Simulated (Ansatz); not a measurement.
C3H6OSi can be A, `CC1[SiH2]C1=O`, or B, `[SiH3]C1=CCO1`.

Program: Ansatz. Geometries: PBE0-D4/def2-TZVP. ΔE: electronic, gas phase. CCSD(T)/CBS is the MP2 limit (def2-TZVPP, def2-QZVPP) plus CCSD(T) − MP2 in def2-TZVPP, frozen cores. DFT in def2-TZVPP.

Problem. Which is lower in electronic energy at CCSD(T)/CBS, and by how much? (Best estimate.)

Solution. The calculation gave: A, by 3.0 kcal/mol.

Problem. Give E(B) − E(A) in kcal/mol with CCSD(T)/def2-TZVPP, MP2/def2-TZVPP, r2SCAN-D4, B2PLYP, HF/def2-TZVPP, PBE-D4, ωB97M-V. (Estimate.)

Solution. The calculation gave: CCSD(T)/def2-TZVPP 3.2, MP2/def2-TZVPP 3.9, r2SCAN-D4 7.6, B2PLYP 4.8, HF/def2-TZVPP -0.6, PBE-D4 8.5, ωB97M-V 4.0. The order is the other way round with HF/def2-TZVPP.

Largest T1 diagnostic: 0.016.

In def2-TZVPP, CCSD(T) changes the Hartree–Fock value by +3.8 kcal/mol (the triples alone add +0.9 kcal/mol) and MP2 by +4.5 kcal/mol. From PBE to PBE0 (25 % exact exchange), in def2-TZVPP and without D4, E(B) − E(A) moves by −2.4 kcal/mol.
